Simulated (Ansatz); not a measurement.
The same group exchange along the group B, Al, Ga.

Calculated with Ansatz (gas phase, PBE0-D4/def2-TZVP geometries, no zero-point term in ΔE). CBS: MP2 limit from def2 TZ/QZ plus the TZ coupled-cluster correction, frozen cores. Functionals use def2-TZVPP. Elements past krypton have def2 core potentials. For Ga, Sn outer-core shells are correlated without core-valence functions, which leaves a few kJ/mol of doubt a bond. Scalar relativity is left out up to krypton.

```
                                                          reaction  PBE0-D4 (kJ/mol)  ωB97X-V (kJ/mol)  CCSD/CBS(def2) (kJ/mol)
             `B[C](=C)[SnH3]` + `[SnH4]` → `[SnH3][SnH3]` + `BC=C`               -92               -84                      -93
`C=[C]([AlH2])[SnH3]` + `[SnH4]` → `[SnH3][SnH3]` + `C=[CH][AlH2]`               -85               -79                      -86
`C=[C]([GaH2])[SnH3]` + `[SnH4]` → `[SnH3][SnH3]` + `C=[CH][GaH2]`               -86               -80                      -86
```

Give the CCSD(T)/CBS values in the same order. (Best estimate.)

The calculation gave: -90, -82, -83 kJ/mol.

Largest T1 diagnostic: 0.013, for `C=[C]([GaH2])[SnH3]`.
